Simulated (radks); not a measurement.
Removal energies from the neodymium ion Nd8+, [Kr] 4d10 5s2 5p4, by Delta-SCF beside the eigenvalue of the level emptied. Method: scalar-relativistic Kohn-Sham, LDA (Slater exchange, Perdew-Wang correlation), spin-polarised, spherical densities, finite nucleus; Fermi nuclear charge, rms radius of each element as measured or else 0.836 A^(1/3) + 0.57 fm; computed with a radial shooting solver on a logarithmic mesh with Libxc functionals. Open shells are filled with parallel spins first.

5p: final configuration [Kr] 4d10 5s2 5p3; Delta-SCF (eV) 131.99; -eigenvalue (eV) 124.55
5s: final configuration [Kr] 4d10 5s1 5p4; Delta-SCF (eV) 156.68; -eigenvalue (eV) 148.58
4d: final configuration [Kr] 4d9 5s2 5p4; Delta-SCF (eV) 264.64; -eigenvalue (eV) 250.74
4p: final configuration [Ar] 3d10 4s2 4p5 4d10 5s2 5p4; Delta-SCF (eV) 376.38; -eigenvalue (eV) 361.84
